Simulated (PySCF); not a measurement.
# Trend along group 12: MK cations

CCSD(T) with double-zeta basis sets in PySCF, for the lowest determinant that a PBE0 search found; no spin–orbit coupling. De refers to high-spin ground-configuration atoms (the charge goes to the atom of lower measured ionisation energy or higher electron affinity, which is not always the lowest computed limit).

```json
{"M": "Zn", "basis": "x2c-SVPall", "reference, frozen orbitals": "RHF, 10", "charged atom": "K+", "state (unpaired electrons)": "singlet (closed shell)", "Re (Å)": "3.541", "ωe (cm⁻¹)": "85.4", "De (eV)": "0.26"}
{"M": "Cd", "basis": "def2-SVP", "reference, frozen orbitals": "RHF, 5", "charged atom": "K+", "state (unpaired electrons)": "singlet (closed shell)", "Re (Å)": "3.732", "ωe (cm⁻¹)": "69.2", "De (eV)": "0.23"}
{"M": "Hg", "basis": "def2-SVP", "reference, frozen orbitals": "RHF, 5", "charged atom": "K+", "state (unpaired electrons)": "singlet (closed shell)", "Re (Å)": "3.646", "ωe (cm⁻¹)": "63.6", "De (eV)": "0.20"}
```

The shortest bond is that of KZn⁺ (3.541 Å), the longest that of KCd⁺ (3.732 Å).

The rows differ in basis set, which adds steps of its own.

Down a group the atoms grow and get heavier, so bonds lengthen and wavenumbers fall; the exceptions here are the shorter bond at Hg. Relativity and the filled 4f shell contract the atoms of the sixth period.

Correlated steps freeze the inner cores (5 to 10 orbitals); shallow outer-core shells are correlated. Weak bonds: KCd⁺, KHg⁺, KZn⁺. Basis-set superposition, not corrected here, can be much of De in a small basis, most of all at correlated wavefunction levels. Spin–orbit coupling is left out. For an ion De counts to the pair picked by the measured ionisation energies or electron affinities, which need not be the lowest pair at this level.
